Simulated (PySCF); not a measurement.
Stepwise substitution at one centre (In SH-H). All species are isolated molecules in the gas phase. One relaxed conformer stands for each flexible species; it need not be the lowest. Strings in code marks are SMILES.

These are PBE-D3(BJ)/def2-TZVP // CAM-B3LYP-D3(BJ)/def2-TZVP run with PySCF values and carry that method's errors. Excitations are Tamm–Dancoff values on a coarser integration grid. The basis has no diffuse functions, so Rydberg states are missing or too high.

| species | LUMO (eV) | S1 oscillator strength | HOMO–LUMO gap (eV) | T1 excitation (TDA) (eV) |
|---|---|---|---|---|
| 0 of 3 SH replaced by H (`[SH][In]([SH])[SH]`) | -2.57 | 0.000 | 3.82 | 3.67 |
| 1 of 3 SH replaced by H (`[SH][InH][SH]` (H–S–In–S torsion 180°, S–In–S–H torsion 0°)) | -2.11 | 0.000 | 4.11 | 3.93 |
| 2 of 3 SH replaced by H (`[SH][InH2]`) | -2.38 | 0.049 | … | … |
| 3 of 3 SH replaced by H (`[InH3]`) | … | – | 4.36 | – |

Question: Fill in the missing entries.

Answer: 
- 2 of 3 SH replaced by H (`[SH][InH2]`), HOMO–LUMO gap (eV): 3.90
- 2 of 3 SH replaced by H (`[SH][InH2]`), T1 excitation (TDA) (eV): 3.64
- 3 of 3 SH replaced by H (`[InH3]`), LUMO (eV): -2.64
